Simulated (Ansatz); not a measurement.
Gas-phase electronic energies from Ansatz, PBE0-D4/def2-TZVP geometries. CCSD(T)/CBS adds triple-zeta CCSD(T) − MP2 to the extrapolated MP2 energy (def2 sets, frozen cores). This one scheme is used for every species. DFT in def2-TZVPP. Each species was taken in one conformer, which may not be the lowest.

`[SiH3][AlH][Cl]` + `SBCl` → `[AlH2][SiH3]` + `SB(Cl)Cl`  (redistribution)

| level | ΔE (kJ/mol) |
| --- | --- |
| BHLYP | 107.3 |
| SCS-MP2/def2-TZVPP | 99.3 |

(1) What does CCSD(T)/CBS give? (Best estimate.)

Largest T1 diagnostic among the species: 0.013.

Answers

(1) Computed: +101.9 kJ/mol. The listed levels differ from it by 5.4, -2.6 kJ/mol.

At CCSD(T), def2-SVP lies −14.1 kJ/mol from the extrapolated value and def2-TZVPP −2.9 kJ/mol. The D4 term adds −4.3 kJ/mol with B3LYP and −2.0 kJ/mol with PBE0; it sums over pairs of atoms, weighted by their polarisabilities, and B3LYP, whose exchange is more repulsive, gets the larger term.

B3LYP here is the variant with VWN-RPA as its local correlation; programs differ in this.
